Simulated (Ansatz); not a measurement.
Input for Ansatz (a first-principles code):
Ansatz 0.2 input:
```yaml
crystal:
  periodic: [false, false, false]
  atoms:
    - {symbol: Sb, position_ang: [0.00000000, 0.00000000, 0.00000000]}
basis:
  gaussian:
    orbitals: def2-SVP
hamiltonian:
  xc: b3lyp
total_charge: -1
magnetization: {spin_polarized: true, initial_magnetization: 2}
accuracy: high
```

Question: Give the <S^2> at the level B3LYP/def2-SVP run with Ansatz.

Answer: 2.002

Question: Estimate the total energy that B3LYP/def2-SVP returns for this input.

Answer: -240.3066 Eh

Question: What number of basis functions does B3LYP/def2-SVP give?

Answer: 26

A gas-phase anion may not be bound at this level; its values then depend on the basis.
